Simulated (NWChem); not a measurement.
System: C2H3BrClF; SMILES Br[C@](Cl)(F)C

The following NWChem deck was run.

```
start job
memory heap 200 mb stack 900 mb global 1100 mb
geometry units angstroms noautosym nocenter noautoz
  C     -1.341920     0.793723    -1.137622
  C     -0.415806     0.552350     0.023030
  F     -1.061070     0.745500     1.181208
  Cl     0.974748     1.659607    -0.028222
  Br     0.234051    -1.296572     0.013829
  H     -2.199797     0.111406    -1.062579
  H     -0.822289     0.626173    -2.088230
  H     -1.695579     1.834083    -1.091017
end
basis spherical
  * library pcsseg-1
end
dft
  xc bhlyp
  iterations 150
end
property
  shielding
end
task dft property
```

Coordinates come from a PBE0/def2-SVP optimisation.

GIAO values for the isolated, static molecule; σ is the absolute isotropic shielding, δ = σ(reference) − σ with the isolated reference molecule computed at the same levels (13C: tetramethylsilane, 19F: trichlorofluoromethane, 1H: tetramethylsilane). Spin-orbit effects, on the heavy nuclei and on their neighbours, are missing.

Atoms are numbered as in the input.

Task: Predict the main results of this run. (BHandHLYP/pcSseg-1, GIAO.) Quantities: δ C1 (ppm); δ C2 (ppm); δ F3 (ppm); σ Cl4 (ppm); σ Br5 (ppm); δ H6 (rotor mean) (ppm).

Result: 
| Property | Result |
|---|---|
| δ C1 (ppm) | 42.0 |
| δ C2 (ppm) | 131.4 |
| δ F3 (ppm) | -46.6 |
| σ Cl4 (ppm) | 527.8 |
| σ Br5 (ppm) | 1585.7 |
| δ H6 (rotor mean) (ppm) | 2.28 |
